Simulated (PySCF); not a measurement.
Compound: C4H4F3O2S (doublet state).
Cartesian coordinates in Å at the GFN2-xTB level; atoms count from 1:
```
atom  x, y, z in Å
C1     1.789    1.002   -0.469
C2     1.695   -0.121    0.307
C3     0.642   -1.009    0.306
S4    -0.818   -0.809   -0.653
O5    -1.554   -2.031   -0.671
O6    -0.608   -0.093   -1.872
C7    -1.813    0.377    0.458
F8    -3.035    0.582   -0.005
F9    -1.181    1.551    0.541
F10   -1.895   -0.125    1.691
H11    2.647    1.646   -0.401
H12    1.019    1.256   -1.176
H13    2.511   -0.350    0.985
H14    0.601   -1.877    0.937
```

The hyperfine couplings belong to this conformer and change with its torsions.

Identity: `[CH2]/C=C\S(=O)(=O)C(F)(F)F` [radical].

The calculation used PySCF, UKS B3LYP, pcH-1 on C F H O S, non-relativistic, mean-field spin-orbit, GIAO. Geometry: GFN2-xTB, one conformer, isolated molecule. The geometry wasn't refined by DFT: couplings that depend on bond lengths, twists or pyramidal angles can differ widely from those at the functional's own minimum. No stability test was run, so a lower SCF solution isn't excluded. ⟨S²⟩ is 0.773 where a pure state has 0.75.

**Question.** The isotropic 13C couplings are +59.7, +52.2, -43.3, +22.8 MHz. Assign them to C1; C2; C3; C7.

**Answer.** 
```tsv
site	a_iso (MHz)	ρ(0) (bohr⁻³)	position	distance from C1 (Å)	spin population	largest |T| (MHz)
C1	+52.2	+0.0465	largest spin population	0.00	+0.66	99.7
C2	-43.3	-0.0385	1 bond from C1	1.37	-0.22	24.0
C3	+59.7	+0.0532	a main spin site	2.44	+0.61	96.2
C7	+22.8	+0.0203	2 bonds from C3	3.77	+0.02	3.1
```

ρ(0) is the spin density at the nucleus and T the dipolar tensor; a_iso includes a spin–orbit part; entries for several nuclei are means. Largest spin populations (Mulliken): C1 (+0.66), C3 (+0.61) and C2 (-0.22). The positive populations add up to 1.31 and the negative ones to -0.31, together 2S = 1. The angles at C1 add up to 360.0°, so it is planar; its axial dipolar tensor and the negative couplings of its protons fit spin in a p orbital normal to that plane. Main spin sites, with 60 % or more of the largest population: C1, C3; positions count bonds from the nearest.

Class means assume fast exchange of nuclei equivalent by connectivity; if that motion is slow, each nucleus keeps its own coupling. H11 and H12 aren't averaged: C1 is flat or nearly so (angle sum 360°), and its turn about the short C1–C2 bond (1.37 Å) is taken as slow. The three 19F nuclei of mean +12.9 MHz run from 4.4 to 21.1 MHz in the frozen geometry.

Time: 2.0 min of wall time (grids of density and orbitals included); peak memory 1.1 GiB. Hardware: one thread of an Arm Neoverse V1, no GPU, on a shared host.
